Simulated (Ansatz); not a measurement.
Species: digallium oxide, Ga2O, net charge 0, singlet state. SMILES: [Ga][O][Ga]
Coordinates optimised at B3LYP-D3(BJ)/def2-TZVP (Ansatz, a first-principles code):
```xyz
3

Ga     0.0000     0.0000    -1.8134
O      0.0000     0.0000     0.0000
Ga     0.0000     0.0000     1.8134
```
Charge 0, spin multiplicity 1.

### Question
Give the harmonic wavenumbers at B3LYP-D3(BJ)/def2-TZVP (Ansatz, finite differences of forces, unscaled).

### Answer
74, 74, 289, 827 cm⁻¹. Zero-point energy 1.8 kcal/mol.

### Question
From these and the geometry, give the ideal-gas thermochemistry at 298.15 K and 1 atm (rigid rotor, harmonic oscillator).

### Answer
Point group D∞h, rotational symmetry number 2. Rotational constants 1.102, 1.102 GHz. S(trans) 41.03, S(rot) 17.77, S(vib) 9.78, S(elec, spin only) 0.00, S 68.6 cal/(mol K). H(298) - H(0) 3.38 kcal/mol; G - E(el) -15.3 kcal/mol.
